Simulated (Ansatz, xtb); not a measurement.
**GeH5Si2+: where a starting geometry ends**

The starting geometry of this gas-phase singlet has its atoms placed at random.

```xyz
8

Ge    0.3053   -0.5133    0.6221
Si   -0.3124    0.9165   -0.6749
Si   -1.8872    0.3027    0.5333
H    -1.2495    1.3564    0.1412
H    -0.1961    0.8413    0.7156
H     0.6931   -2.0725    0.3646
H    -1.1665   -1.1611   -0.8296
H     0.7372   -0.0777   -0.9191
```

Guess where an optimisation with r2SCAN-D4/def2-SVP ends from this start.

It ends as a structure with H4 bridging Si3 and Si2, H5 bridging Ge1 and Si2, H8 bridging Ge1 and Si2, given below by its coordinates. Distances that change by over a tenth: Ge1–Si2 (2.03 → 2.56 Å), Ge1–H5 (1.45 → 1.82 Å), Ge1–H8 (1.66 → 1.86 Å), Si2–H4 (1.32 → 1.68 Å), Si2–H5 (1.40 → 1.64 Å), Si2–H8 (1.47 → 1.62 Å), Si3–H4 (1.29 → 1.77 Å). Contacts that open: Si2–Si3 (2.08 → 3.18 Å). Contacts that close: Si3–H7 (2.13 → 1.53 Å).

The energy falls by 12.43 eV over 14 steps:

```
step  E − E(last) (eV)
   1            12.431
   2             6.526
   4             1.883
   5             0.955
   7             0.222
   8             0.100
  10             0.017
  11             0.004
  13             0.000
  14             0.000
```

Final geometry (Å):

| atom | x (Å) | y (Å) | z (Å) |
| --- | --- | --- | --- |
| Ge | 0.0234 | -0.8775 | 0.5094 |
| Si | 0.2304 | 1.4419 | -0.5651 |
| Si | -2.2635 | -0.2470 | 0.4695 |
| H | -1.3910 | 1.1211 | -0.2389 |
| H | 0.6247 | 0.8009 | 0.8902 |
| H | 1.3274 | -1.6281 | 0.8219 |
| H | -2.2423 | -0.9683 | -0.8804 |
| H | 0.6148 | -0.0507 | -1.0532 |

From the same start GFN2-xTB ends elsewhere, at `[SiH][GeH2][SiH2+]`.

From so rough a start the end depends on the optimiser's path, so another program may land elsewhere. No frequencies were run, so the end isn't proven a minimum. Run with Ansatz 0.2.0, 29 s on 2 threads of Intel(R) Xeon(R) Platinum 8259CL CPU @ 2.50GHz (Skylake/Cascade Lake), on a shared host.
